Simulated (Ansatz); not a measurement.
Breaking a bond: K(OtBu), SMILES [K][O]C(C)(C)C (C₄H₉KO). The C3–C12 bond (C3 also carries C, C, O; C12 carries H, H, H) is stretched with both fragments frozen at the PBE0/def2-SVP optimised geometry.

Level of theory: unrestricted PBE0/def2-SVP (Ansatz, a program for electronic structure).

### Question
Relative to R = 1.54 Å, what are the energies at R = 1.27, 1.49, 2.88, 3.75 Å?

### Answer
36.9 kcal/mol at 1.27 Å, 0.9 kcal/mol at 1.49 Å, 81.7 kcal/mol at 2.88 Å, 92.8 kcal/mol at 3.75 Å.

The unrestricted determinant behind UKS-PBE0 is spin-contaminated at 2.88 to 4.42 Å (<S²> up to 1.0, against 0.00 for a pure singlet).
